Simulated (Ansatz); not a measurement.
The same path of H6SeSiSn (9 atoms, charge 0, multiplicity 1) was run twice with different band settings. The coordinate that changes most is the dihedral Si1–Se2–Sn3–H9.

All numbers below come from RKS B3LYP/def2-SVP (Ansatz).

Relaxed end points:

```xyz
9
Properties=species:S:1:pos:R:3
Si -0.864 1.208 -1.071
Se 1.319 0.520 -0.845
Sn 0.952 -1.203 1.037
H -1.762 0.081 -1.457
H -0.860 2.234 -2.150
H -1.388 1.810 0.189
H 2.510 -1.847 1.355
H -0.128 -2.429 0.499
H 0.309 -0.419 2.425
```

```xyz
9
Properties=species:S:1:pos:R:3
Si -0.271 1.704 -0.613
Se 0.363 -0.281 -1.584
Sn 0.310 -1.742 0.540
H -1.625 1.609 0.007
H -0.296 2.708 -1.713
H 0.695 2.139 0.438
H 1.443 -1.140 1.686
H 0.744 -3.314 0.008
H -1.273 -1.729 1.213
```

Common settings: spring 5.0 eV/Å²; optimiser quadratic models (default); start path IDPP; force threshold 0.03 eV/Å; end points relaxed.

| run | movable images | climbing image | iteration limit |
| --- | --- | --- | --- |
| 1 | 9 | yes | 32 |
| 2 | 6 | no | 60 |

Task: What does each run give, and how far can it be trusted?

Result: Run 1: converged after 6 iterations, highest image 0.012 eV above the first end. A vibrational analysis at the climbing image gives one clearly imaginary mode, 51i cm⁻¹: a first-order saddle point.
Run 2: converged after 6 iterations, highest image 0.011 eV above the first end. No image climbed, so the highest image needn't sit at the top of the path.
